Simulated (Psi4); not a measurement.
Conformational energy of C15H11N3, SMILES c1cccc(n1)-c1nc(ccc1)-c1ccccn1, singlet. Scanned: dihedral N16–C5–C4–N17; all other coordinates were relaxed at GFN2-xTB. Points at φ and −φ are mirror images.

Geometry of the scan point at 90° (Å):
```
29

C     -0.1161    -4.5241    -4.7765
C     -0.6285    -3.2373    -4.8339
C     -0.5983    -2.4560    -3.6919
C     -0.0536    -2.9969    -2.5296
C     -0.0027    -2.1903    -1.2821
C     -1.0641    -2.2265    -0.3800
C     -0.9770    -1.4572     0.7688
C      0.1536    -0.6882     0.9762
C      1.1655    -0.7184     0.0164
C      2.3894     0.0765     0.1886
C      3.4227     0.0027    -0.7471
C      4.5574     0.7658    -0.5439
C      4.6270     1.5755     0.5802
C      3.5463     1.5784     1.4505
N      2.4596     0.8551     1.2669
N      1.0794    -1.4565    -1.0879
N      0.4366    -4.2275    -2.4751
C      0.4041    -4.9657    -3.5699
H     -0.1196    -5.1660    -5.6437
H     -1.0437    -2.8493    -5.7533
H     -0.9825    -1.4472    -3.6911
H     -1.9253    -2.8451    -0.5808
H     -1.7806    -1.4603     1.4915
H      0.2783    -0.0710     1.8506
H      3.3098    -0.6472    -1.5994
H      5.3765     0.7317    -1.2484
H      5.4939     2.1869     0.7776
H      3.5496     2.1921     2.3428
H      0.8171    -5.9612    -3.4684
```

Calculation: PBE-D3(BJ)/def2-SVP // GFN2-xTB in Psi4.

Scanned values (°): -150, -120, -90, -60, -30, 0, 30, 60, 90, 120, 150, 180.

### Question
At which scan points does the profile have its minima and maxima, and how high do they lie?

### Answer
Lower than their neighbours: -30° (6.4 kcal/mol), 30° (6.4 kcal/mol), 180° (0.0 kcal/mol). Higher than their neighbours: -90° (9.4 kcal/mol), 0° (6.8 kcal/mol), 90° (9.4 kcal/mol). The whole profile spans 9.4 kcal/mol.
